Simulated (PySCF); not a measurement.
Al(H)2(Me) (CH₅Al), SMILES [CH3][AlH2]. Coordinates come from a PBE0-D3(BJ)/def2-TZVP optimisation.

Computed equilibrium geometry at PBE0-D3(BJ)/def2-TZVP (PySCF confirms it by a frequency run) as Cartesian coordinates in Å:
```xyz
7

Al     0.0072    -0.3463    -0.6244
H     -1.3340    -0.4829    -1.4682
H      1.3482    -0.9661    -1.2130
C     -0.0072     0.5910     1.0858
H     -0.0713     1.6726     0.9156
H      0.8894     0.4087     1.6823
H     -0.8824     0.3235     1.6855
```
Charge 0, spin multiplicity 1.
